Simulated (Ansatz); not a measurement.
`[CH3][Ti]([F])([F])[F]` + HCl → `[CH3][Ti]([F])([F])[Cl]` + H–F at 400 K and 1 bar (ligand exchange at a Ti–F bond).

Computed with Ansatz on PBE0-D4/def2-TZVP structures; ΔE is electronic, products minus reactants. CCSD(T)/CBS is the MP2 limit (def2-TZVPP, def2-QZVPP) plus CCSD(T) − MP2 in def2-TZVPP, frozen cores. This one scheme is used for every species. For Ti outer-core shells are correlated without core-valence functions, which leaves a few kJ/mol of doubt a bond. Scalar relativity is left out up to krypton.

```json
{"species": "`[CH3][Ti]([F])([F])[F]`", "CCSD(T)/CBS energy (Eh)": "-1188.36791", "H − E (kJ/mol)": "142.8", "S (J/(mol·K))": "375.6"}
{"species": "HCl", "CCSD(T)/CBS energy (Eh)": "-460.38127", "H − E (kJ/mol)": "29.6", "S (J/(mol·K))": "195.4"}
{"species": "`[CH3][Ti]([F])([F])[Cl]`", "CCSD(T)/CBS energy (Eh)": "-1548.34863", "H − E (kJ/mol)": "141.4", "S (J/(mol·K))": "396.5"}
{"species": "H–F", "CCSD(T)/CBS energy (Eh)": "-100.39570", "H − E (kJ/mol)": "36.5", "S (J/(mol·K))": "182.2"}
```

H − E and S are ideal-gas, rigid-rotor, harmonic terms from PBE0-D4/def2-TZVP. 1 Eh = 2625.50 kJ/mol, R = 8.31446 J/(mol·K).

Task: By hand: ΔE, ΔH, ΔS and ΔG.

Result: ΔE = (-1548.34863) + (-100.39570) − (-1188.36791) − (-460.38127) = 0.00485 Eh = 12.7 kJ/mol. Δ(H − E) = 141.4 + 36.5 − 142.8 − 29.6 = 5.5, so ΔH = 18.2 kJ/mol. ΔS = 396.5 + 182.2 − 375.6 − 195.4 = 7.7 J/(mol·K). ΔG = 18.2 − 400 × (7.7)/1000 = 15.1 kJ/mol.

Task: By hand: the equilibrium constant, and the temperature at which ΔG would vanish if ΔH and ΔS stayed fixed.

Result: log₁₀ K = −ΔG/(RT ln 10) = -2.0. ΔG = 0 at ΔH/ΔS = 2364 K, though so small a ΔS makes that figure unsure.

The number of gas molecules stays the same, so ΔS is small and ΔH decides. A doubt of 5 kJ/mol in ΔE shifts log₁₀ K by 0.7 here. These are equilibria of isolated gas molecules and say nothing of rates. Largest T1 diagnostic: 0.022 (customary marks: 0.02 for closed shells, 0.045 for open ones).
